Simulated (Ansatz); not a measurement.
`[SiH3][SiH2][O][GeH3]` + `BO` → `O[BH][GeH3]` + `O[SiH2][SiH3]`  (formal exchange of groups at a Ge–O bond)

Gas-phase electronic energies from Ansatz, PBE0-D4/def2-TZVP geometries. CBS: MP2 limit from def2 TZ/QZ plus the TZ coupled-cluster correction, frozen cores. This one scheme is used for every species. DFT in def2-TZVPP. For Ge outer-core shells are correlated without core-valence functions, which leaves a few kJ/mol of doubt a bond. Scalar relativity is left out up to krypton. One conformer a species, not always the lowest.

`[SiH3][SiH2][O][GeH3]`:

Cartesian coordinates in Å:
```
Si 0.575 1.649 1.058
Si -0.930 -0.151 0.945
O -0.374 -1.362 -0.008
Ge 0.232 -1.464 -1.674
H 0.786 2.245 -0.291
H 0.029 2.706 1.954
H 1.899 1.217 1.584
H -2.236 0.364 0.436
H -1.155 -0.710 2.305
H 0.573 -2.941 -1.894
H 1.477 -0.568 -1.787
H -0.876 -0.985 -2.625
```

`BO`:

Cartesian coordinates in Å:
```
B -0.008 0.021 -0.420
O 0.264 -0.521 0.784
H 0.326 -0.608 -1.382
H -0.559 1.085 -0.503
H -0.023 0.023 1.522
```

`O[BH][GeH3]`:

Z-matrix (Å, degrees):
```
Ge
B 1 2.071
H 1 1.542 2 110.4
H 1 1.542 2 110.4 3 117.2
H 1 1.539 2 113.6 3 -121.4
O 2 1.348 1 118.7 3 121.2
H 2 1.204 1 121.6 3 -58.8
H 6 0.962 2 113.7 1 -180.0
```

`O[SiH2][SiH3]`:

Z-matrix (Å, degrees):
```
Si
Si 1 2.347
O 1 1.654 2 112.4
H 1 1.484 2 110.6 3 117.6
H 1 1.493 2 108.5 3 -123.5
H 2 1.489 1 110.0 3 177.8
H 2 1.491 1 110.1 3 58.6
H 2 1.488 1 111.4 3 -61.5
H 3 0.958 1 117.6 2 -58.8
```

| level | ΔE (kJ/mol) | difference from CCSD(T)/CBS |
| --- | --- | --- |
| LDA (SPW92) | 24.3 | -22.9 |
| r2SCANh-D4 | 44.3 | -2.9 |
| r2SCAN0-D4 | 45.5 | -1.7 |
| ωB97X-V | 50.3 | 3.1 |
| BLYP | 40.7 | -6.5 |
| r2SCAN | 42.2 | -5.0 |
| CAM-B3LYP | 49.3 | 2.1 |
| CCSD/def2-SVP | 61.3 | 14.1 |
| SCS-MP2/def2-QZVPP | 60.0 | 12.8 |
| MP2/CBS(def2) | 52.2 | 5.0 |
| CCSD(T)/CBS | 47.2 | 0 |

Largest T1 diagnostic among the species: 0.014.

In def2-TZVPP, CCSD(T) changes the Hartree–Fock value by −19.5 kJ/mol (the triples alone add −1.0 kJ/mol) and MP2 by −14.6 kJ/mol. Leaving LDA and LC-ωPBE aside and taking each functional with its dispersion term where it has one, the values, not all of them listed here, spread over 28.0 kJ/mol, from PBE-D4 to BHLYP-D4. LDA lies −4.4 kJ/mol from PBE without D4.

CCSD(T)/CBS has its own doubt, a few kJ/mol and more with outer-core shells, so smaller differences from it don't rank the levels.
